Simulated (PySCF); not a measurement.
`C[C@@H]1CC[C@H](CF)C1`, C₇H₁₃F

Geometry (Å), atoms numbered from 1 in this order:
```xyz
21

C    -2.4538    0.3957    0.7280
C    -1.2155    0.3776   -0.1549
C    -0.8356   -1.0210   -0.6483
C     0.6430   -0.9164   -1.0459
C     1.1881    0.3506   -0.3509
C     2.4752    0.1028    0.4222
F     3.5037   -0.2141   -0.4347
C     0.0562    0.8257    0.5663
H    -2.6514    1.4032    1.0870
H    -2.3179   -0.2554    1.5892
H    -3.3233    0.0526    0.1724
H    -1.3799    1.0304   -1.0182
H    -1.4613   -1.3503   -1.4762
H    -0.9585   -1.7326    0.1697
H     0.7512   -0.8298   -2.1263
H     1.1988   -1.8001   -0.7334
H     1.3964    1.1178   -1.1022
H     2.7906    0.9996    0.9671
H     2.3762   -0.7389    1.1163
H     0.0863    1.9003    0.7404
H     0.1226    0.3191    1.5319
```

Computed with GIAO PBE/pcSseg-1 magnetisability, rotational g tensor and spin-rotation constants, non-relativistic, gas phase in PySCF 2.14.0. Geometry: GFN2-xTB.

Q: Give the nuclear spin-rotation constants along the inertial axes (H = +C I·J) beside the isotropic shieldings.

A: Rotational constants 4.8904, 1.0867, 0.9549 GHz. A star marks the isotopologue with that one atom substituted, in its own axes.
| atom | isotope | Caa (kHz) | Cbb (kHz) | Ccc (kHz) | mean (kHz) | σ (ppm) |
| --- | --- | --- | --- | --- | --- | --- |
| F7 | 19F | 1.581 | 0.695 | 0.370 | 0.882 | 393.6 |
| H9 | 1H | -0.497 | 0.000 | -0.088 | -0.195 | 30.3 |
| H10 | 1H | -0.547 | -0.130 | 0.022 | -0.218 | 31.1 |
| H11 | 1H | -0.184 | -0.052 | -0.103 | -0.113 | 30.3 |
| H12 | 1H | -0.510 | -0.121 | 0.033 | -0.199 | 29.7 |
| H13 | 1H | -0.364 | -0.015 | -0.089 | -0.156 | 29.7 |
| H14 | 1H | -0.584 | -0.118 | 0.030 | -0.224 | 30.5 |
| H15 | 1H | -0.501 | -0.059 | -0.018 | -0.193 | 29.4 |
| H16 | 1H | -0.387 | -0.089 | -0.023 | -0.166 | 29.9 |
| H17 | 1H | -0.463 | -0.130 | 0.041 | -0.184 | 29.1 |
| H18 | 1H | -0.485 | 0.065 | -0.085 | -0.168 | 26.6 |
| H19 | 1H | -0.525 | -0.110 | 0.065 | -0.190 | 27.2 |
| H20 | 1H | -0.526 | -0.007 | -0.070 | -0.201 | 29.9 |
| H21 | 1H | -0.578 | -0.120 | 0.017 | -0.227 | 31.2 |
| C1 | 13C* | 0.686 | 0.186 | 0.143 | 0.338 | 160.5 |
| C2 | 13C* | 0.859 | 0.188 | 0.198 | 0.415 | 140.3 |
| C3 | 13C* | 0.855 | 0.178 | 0.195 | 0.409 | 143.1 |
| C4 | 13C* | 0.788 | 0.171 | 0.192 | 0.384 | 148.4 |
| C5 | 13C* | 0.833 | 0.201 | 0.215 | 0.416 | 135.3 |
| C6 | 13C* | 1.097 | 0.305 | 0.276 | 0.559 | 86.7 |
| C8 | 13C* | 0.784 | 0.195 | 0.205 | 0.395 | 140.8 |

For the geometry as given, no vibrational averaging.

Q: How do the rotational constants and the g tensor change when H9, H10, H11, H12, H13, H14, H15, H16, H17, H18, H19, H20, H21 are replaced by deuterium?

A: Constants 3.6068, 0.9520, 0.8336 GHz; g 0.0008, -0.0056, -0.0059, against 0.0010, -0.0063, -0.0066 before.
